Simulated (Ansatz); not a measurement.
Reaction (SMILES): O=BF → F atom + [B]=O (B-O)
B3LYP-D3(BJ)/def2-TZVP geometries, fixed; electronic energies without zero-point terms.

Basis-set convergence of the bond dissociation energy at HF with Ansatz (an electronic-structure program). Cartesian d functions, on some or all atoms, in 6-31G**; all else is spherical. Open shells are unrestricted. No added dispersion term, no relativity. Functions are those of the species that has most. Reference: the value in aug-pcseg-3, 121.90 kcal/mol, itself unsure by roughly 0.51 kcal/mol (its mean distance from aug-cc-pVQZ, cc-pV5Z, def2-QZVPPD). Deviations are taken from unrounded values.

```tsv
basis	functions	bond dissociation energy (kcal/mol)	minus reference (kcal/mol)
3-21G	27	111.02	-10.88
6-31G	27	100.72	-21.18
6-31G**	45	120.01	-1.89
pcseg-2	90	121.95	0.05
def2-TZVPP	93	121.00	-0.90
6-311++G(3df,3pd)	117	122.38	0.48
aug-cc-pVTZ	138	121.28	-0.62
aug-cc-pVQZ	240	121.43	-0.47
aug-pcseg-3	255	121.90	0.00
```
